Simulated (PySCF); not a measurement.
PySCF job for Si(GeH3)(H)2(OH) (GeH6OSi), SMILES [GeH3][SiH2]O, ωB97X-D3(BJ)/def2-SVP. Geometry: ωB97X-D3(BJ)/def2-SVP. One conformer was computed; it need not be the lowest.

```python
import numpy as np
from pyscf import gto, scf, dft, df
from pyscf.hessian import thermo

mol = gto.M(
    atom='''
    Si   -1.30430697   -0.24546499   -0.09830114
    O    -1.80811353    1.11018940   -0.94199566
    Ge    1.03821308   -0.16371472    0.25530509
    H    -1.98929593   -0.36586393    1.22612206
    H    -1.67129499   -1.41720601   -0.93558756
    H    -1.57348608    1.96513724   -0.56743794
    H     1.41149109    1.13706022    0.99240865
    H     1.79942466   -0.17721399   -1.08059868
    H     1.52554843   -1.34804785    1.10751161
    ''',
    basis='def2-SVP',
    charge=0,
    spin=0,
    max_memory=1600,
    verbose=3,
)
mf = dft.RKS(mol, xc='wb97x-d3bj').density_fit(auxbasis='def2-universal-jkfit')
mf.grids.level = 3
mf.conv_tol = 1e-11
mf.max_cycle = 100
mf.kernel()

# [left out here: the lines that compute and print the analytic Hessian (its translational invariance restored by hand, since the grid's response is missing), thermochemistry and intensities]
```

Output:

```
converged SCF energy = -2444.94336714302

WARN: DFTD3 does not support analytical Hessian, using finite difference


WARN: Mole.unit (angstrom) is changed to Bohr

Mode                                 0                   1                   2
Irrep
Freq [cm^-1]                       95.8614            141.2452            224.9185
Reduced mass [au]                   1.1576              2.9949              1.2165
Force const [Dyne/A]                0.0063              0.0352              0.0363
Char temp [K]                     137.9232            203.2205            323.6076
Normal mode                   x     y     z       x     y     z       x     y     z
       0  Si                -0.00  0.03  0.03    0.02  0.06 -0.03   -0.00  0.00 -0.02
       1   O                -0.01 -0.03 -0.06   -0.17 -0.01 -0.02   -0.09  0.00  0.04
       2  Ge                 0.00 -0.00  0.00    0.03 -0.02  0.01    0.01 -0.00  0.01
       3   H                 0.01  0.12  0.05    0.07  0.02 -0.01    0.09 -0.06  0.02
       4   H                -0.01 -0.03  0.12    0.08  0.02 -0.01   -0.02 -0.00 -0.00
       5   H                -0.07 -0.00 -0.10   -0.41  0.03  0.05    0.74  0.00 -0.48
       6   H                 0.01 -0.26  0.45    0.15 -0.05 -0.00   -0.01 -0.02  0.06
       7   H                -0.05  0.49 -0.03    0.12 -0.18  0.06    0.10  0.01  0.06
       8   H                 0.05 -0.30 -0.44   -0.18 -0.05  0.09   -0.08 -0.03  0.02
Mode                                 3                   4                   5
Irrep
Freq [cm^-1]                      358.9645            366.7069            479.2188
Reduced mass [au]                   1.0718              3.9073              1.3152
Force const [Dyne/A]                0.0814              0.3096              0.1779
Char temp [K]                     516.4700            527.6096            689.4891
Normal mode                   x     y     z       x     y     z       x     y     z
       0  Si                -0.03  0.00  0.01   -0.13 -0.02 -0.02    0.06  0.03 -0.01
       1   O                -0.01 -0.00 -0.01   -0.02  0.03 -0.02   -0.05  0.00 -0.00
       2  Ge                 0.01  0.01  0.01    0.06 -0.01  0.01   -0.01 -0.02  0.01
       3   H                -0.35 -0.23 -0.18   -0.13  0.08 -0.01    0.03  0.03 -0.03
       4   H                 0.34  0.03 -0.19   -0.27  0.02 -0.00    0.06  0.05 -0.04
       5   H                 0.08  0.01 -0.09   -0.02  0.01  0.04   -0.04  0.05 -0.11
       6   H                 0.47 -0.05 -0.14   -0.17  0.09 -0.03   -0.31  0.20 -0.21
       7   H                -0.43 -0.15 -0.25    0.03  0.12 -0.01   -0.29  0.24 -0.16
       8   H                 0.09 -0.10 -0.18    0.27  0.10  0.03    0.58  0.22 -0.02
Mode                                 6                   7                   8
Irrep
Freq [cm^-1]                      592.5440            729.8362            807.1508
Reduced mass [au]                   1.2374              1.0480              1.1407
Force const [Dyne/A]                0.2560              0.3289              0.4378
Char temp [K]                     852.5390           1050.0718           1161.3103
Normal mode                   x     y     z       x     y     z       x     y     z
       0  Si                -0.01  0.03  0.06    0.01 -0.00 -0.01    0.03 -0.02  0.02
       1   O                 0.01 -0.02 -0.02   -0.03  0.03 -0.01   -0.02  0.03 -0.04
       2  Ge                 0.00 -0.01 -0.02    0.00 -0.00 -0.01    0.02  0.00  0.00
       3   H                -0.30 -0.35 -0.13   -0.32  0.37 -0.14   -0.12 -0.09 -0.05
       4   H                 0.37  0.13 -0.25    0.44 -0.35  0.29   -0.21  0.09 -0.04
       5   H                -0.07  0.07 -0.16    0.26 -0.21  0.39    0.06 -0.05  0.10
       6   H                -0.32  0.02  0.12   -0.11  0.02  0.03   -0.48  0.11  0.02
       7   H                 0.32  0.12  0.18    0.06  0.06  0.03   -0.45 -0.04 -0.24
       8   H                -0.06  0.11  0.19   -0.01  0.04  0.06   -0.50 -0.17  0.03
Mode                                 9                  10                  11
Irrep
Freq [cm^-1]                      828.6559            894.0943            898.7963
Reduced mass [au]                   1.5485              1.5837              1.1076
Force const [Dyne/A]                0.6265              0.7459              0.5272
Char temp [K]                    1192.2514           1286.4026           1293.1678
Normal mode                   x     y     z       x     y     z       x     y     z
       0  Si                -0.00 -0.02  0.04    0.03 -0.07  0.03    0.02  0.02  0.00
       1   O                -0.04  0.07 -0.11   -0.03  0.11 -0.03   -0.02 -0.06 -0.00
       2  Ge                -0.01 -0.00  0.00   -0.00  0.01 -0.00   -0.00  0.00 -0.01
       3   H                 0.39 -0.37  0.20   -0.12  0.06 -0.04   -0.19  0.19 -0.09
       4   H                 0.07  0.05 -0.08   -0.01 -0.09  0.08   -0.26  0.33 -0.30
       5   H                 0.22 -0.19  0.38   -0.13  0.22 -0.24    0.19 -0.23  0.26
       6   H                 0.14 -0.02 -0.03   -0.14 -0.11  0.24    0.04 -0.24  0.40
       7   H                 0.06  0.07  0.04    0.09 -0.49  0.06   -0.05 -0.26 -0.02
       8   H                 0.12  0.06  0.02    0.28 -0.03 -0.19    0.21  0.19  0.15
Mode                                12                  13                  14
Irrep
Freq [cm^-1]                      907.8606            923.7082            966.2761
Reduced mass [au]                   1.0714              1.2506              1.1036
Force const [Dyne/A]                0.5203              0.6287              0.6071
Char temp [K]                    1306.2093           1329.0104           1390.2562
Normal mode                   x     y     z       x     y     z       x     y     z
       0  Si                 0.00 -0.03 -0.00    0.05 -0.04  0.03    0.01  0.05 -0.02
       1   O                 0.00  0.05 -0.00   -0.03  0.04 -0.03    0.01 -0.02  0.01
       2  Ge                 0.00 -0.00 -0.01   -0.01 -0.00  0.00   -0.00  0.00 -0.00
       3   H                 0.06 -0.02  0.02   -0.41  0.10 -0.19   -0.21 -0.59 -0.18
       4   H                 0.04 -0.14  0.14   -0.38  0.14 -0.04   -0.34 -0.23  0.51
       5   H                -0.12  0.15 -0.18   -0.00  0.03 -0.01    0.03 -0.07  0.09
       6   H                 0.22 -0.24  0.32    0.33  0.07 -0.29    0.00 -0.05  0.08
       7   H                -0.28  0.26 -0.15    0.22  0.37  0.12    0.03 -0.10  0.02
       8   H                -0.09  0.36  0.55   -0.07 -0.00  0.03    0.12  0.04 -0.02
Mode                                15                  16                  17
Irrep
Freq [cm^-1]                     2162.2215           2175.6222           2179.9052
Reduced mass [au]                   1.0200              1.0193              1.0212
Force const [Dyne/A]                2.8096              2.8428              2.8591
Char temp [K]                    3110.9553           3130.2360           3136.3982
Normal mode                   x     y     z       x     y     z       x     y     z
       0  Si                 0.00  0.00 -0.00    0.00  0.00 -0.00   -0.00  0.00  0.00
       1   O                 0.00 -0.00  0.00    0.00  0.00  0.00    0.00 -0.00  0.00
       2  Ge                 0.00  0.01  0.01    0.00 -0.01  0.01    0.01  0.00 -0.01
       3   H                -0.02 -0.01  0.05   -0.03 -0.00  0.07    0.03  0.00 -0.03
       4   H                 0.01  0.01  0.00   -0.00 -0.03 -0.02   -0.01 -0.02 -0.01
       5   H                 0.00 -0.00  0.00   -0.00  0.00 -0.00   -0.00  0.00 -0.00
       6   H                -0.24 -0.83 -0.47    0.02  0.02  0.03    0.01 -0.02 -0.03
       7   H                 0.02  0.02 -0.01   -0.06 -0.02  0.14   -0.48  0.01  0.85
       8   H                -0.00  0.04 -0.01   -0.30  0.75 -0.54    0.06 -0.11  0.06
Mode                                18                  19                  20
Irrep
Freq [cm^-1]                     2224.8377           2281.4352           3935.3915
Reduced mass [au]                   1.0403              1.0413              1.0671
Force const [Dyne/A]                3.0339              3.1932              9.7370
Char temp [K]                    3201.0460           3282.4773           5662.1522
Normal mode                   x     y     z       x     y     z       x     y     z
       0  Si                -0.02 -0.00  0.03    0.01  0.03  0.02   -0.00  0.00 -0.00
       1   O                 0.00 -0.00  0.00    0.00  0.00 -0.00   -0.01 -0.06 -0.02
       2  Ge                 0.00 -0.00  0.00   -0.00  0.00  0.00    0.00  0.00  0.00
       3   H                 0.44  0.08 -0.86    0.01  0.01  0.00   -0.00  0.00 -0.00
       4   H                -0.01  0.01  0.01   -0.24 -0.77 -0.55    0.00  0.00  0.00
       5   H                -0.00 -0.00  0.00    0.00  0.00  0.00    0.23  0.87  0.36
       6   H                -0.02 -0.05 -0.03   -0.00 -0.01 -0.01   -0.00 -0.00 -0.00
       7   H                 0.01 -0.00 -0.03    0.02 -0.00 -0.03   -0.00 -0.00  0.00
       8   H                -0.03  0.06 -0.05    0.01 -0.02  0.02   -0.00  0.00 -0.00
temperature 298.1500 [K]
pressure 101325.00 [Pa]
Rotational constants [GHz] 14.47146 2.25568 2.05488
Symmetry number 1
Zero-point energy (ZPE) 0.05508 [Eh]   144600.112 [J/mol]
                           tot       elec      trans        rot        vib
Entropy [J/mol/K]       331.610      0.000    168.738    108.678     54.195
Cv [J/mol/K]             89.947      0.000     12.472     12.472     65.003
Cp [J/mol/K]             98.261      0.000     20.786     12.472     65.003
Internal energy [J/mol]                      3718.434   3718.434 153855.489
Internal energy [Eh]   -2444.88193  -2444.94337
Enthalpy [J/mol]                             6197.391   3718.434 153855.489
Enthalpy [Eh]          -2444.88099
Gibbs free energy [J/mol]                  -44111.766 -28683.765 137697.392
Gibbs free energy [Eh] -2444.91865
static polarisability / bohr^3: [[64.859  0.794  1.714]
 [ 0.794 53.349  0.497]
 [ 1.71   0.496 52.216]]
largest difference of analytic and finite-field dipole derivatives / e: 0.0009539241687618327
mode   freq/cm-1   IR/(km/mol)   Raman/(A^4/amu)   depolarisation
   1       95.86         1.173             0.073            0.555
   2      141.25         7.251             1.175            0.604
   3      224.92       137.381             1.757            0.750
   4      358.96        19.018             0.680            0.175
   5      366.71         8.264            15.840            0.233
   6      479.22        12.563             7.542            0.674
   7      592.54         7.329             6.577            0.732
   8      729.84        65.004            12.630            0.741
   9      807.15       414.000             5.198            0.744
  10      828.66        97.542             8.158            0.654
  11      894.09         3.610            15.867            0.672
  12      898.80        48.175            28.966            0.750
  13      907.86        49.352            21.273            0.745
  14      923.71       161.703            21.709            0.705
  15      966.28       107.712             9.589            0.745
  16     2162.22       116.883           165.801            0.288
  17     2175.62       111.412           175.712            0.269
  18     2179.91       105.294           170.390            0.343
  19     2224.84       163.876           162.291            0.179
  20     2281.44       115.839           152.304            0.226
  21     3935.39        96.699            61.768            0.263
max |gradient| / (hartree/bohr): 3.603894780651606e-05
APT charges: [ 1.2219 -0.8729  0.6817 -0.3184 -0.2778  0.3166 -0.2551 -0.2475 -0.2486]
```

The run converged.
